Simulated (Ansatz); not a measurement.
The cluster Cu₃Sn₂⁺ (the lowest singlet isomer of a short search), 5 atoms. Hardware: 4 threads of Arm Neoverse V1 on a shared host.

In the def2 sets Sn takes a core potential; there is no spin–orbit coupling. Correlated methods freeze 35 core orbitals; core or outer-core shells of Sn are correlated, in sets that lack core-valence functions.

**Question.** How many basis functions does each of these Ansatz runs have, and roughly what does it cost? PBE-D4/def2-SVP, charge 1 singlet, energy, from earlier orbitals; MP2/def2-TZVP, charge 1 singlet, energy, from earlier orbitals; r2SCAN-D4/def2-TZVP, charge 1 singlet, energy, from earlier orbitals; B3LYP-D4/def2-TZVP, charge 1 singlet, energy, from earlier orbitals; PBE-D4/def2-SVP, charge 1 singlet, energy with a search over starts; PBE-D4/def2-TZVP, charge 1 singlet, energy and forces, from earlier orbitals; CCSD(T)/def2-SVP, charge 1 singlet, energy, from earlier orbitals; CAM-B3LYP-D4/def2-TZVP, charge 1 singlet, energy, from earlier orbitals; PBE-D4/def2-SVP, charge 1 singlet, relaxation, 5 steps; PBE0-D4/def2-TZVP, charge 1 singlet, energy, from earlier orbitals; PBE0-D4/def2-SVP, charge 1 singlet, energy, from earlier orbitals; ωB97M-V/def2-TZVP, charge 1 singlet, energy, from earlier orbitals.

**Answer.** Other jobs shared the machine, so times can vary by a factor of up to 3. A dash marks memory too small to be measured apart from the calling script's.

```
                                                                         run  functions  fitting or Cholesky vectors  wall time  peak host memory (GiB)
            PBE-D4/def2-SVP, charge 1 singlet, energy, from earlier orbitals        145                         1734      2.7 s                       –
         PBE-D4/def2-SVP, charge 1 singlet, energy with a search over starts        145                         1734      5.5 s                       –
           PBE0-D4/def2-SVP, charge 1 singlet, energy, from earlier orbitals        145                         1722      5.5 s                       –
PBE-D4/def2-TZVP, charge 1 singlet, energy and forces, from earlier orbitals        235                         2135      6.5 s                       –
                      PBE-D4/def2-SVP, charge 1 singlet, relaxation, 5 steps        145                         1734       12 s                       –
        r2SCAN-D4/def2-TZVP, charge 1 singlet, energy, from earlier orbitals        235                         2135       12 s                    0.55
         B3LYP-D4/def2-TZVP, charge 1 singlet, energy, from earlier orbitals        235                         2490       12 s                     1.4
              MP2/def2-TZVP, charge 1 singlet, energy, from earlier orbitals        235                         2383       13 s                     1.1
          PBE0-D4/def2-TZVP, charge 1 singlet, energy, from earlier orbitals        235                         2548       14 s                     1.5
     CAM-B3LYP-D4/def2-TZVP, charge 1 singlet, energy, from earlier orbitals        235                         2490       16 s                     1.3
          ωB97M-V/def2-TZVP, charge 1 singlet, energy, from earlier orbitals        235                         2457       45 s                     1.4
           CCSD(T)/def2-SVP, charge 1 singlet, energy, from earlier orbitals        145                         1722       62 s                     1.1
```
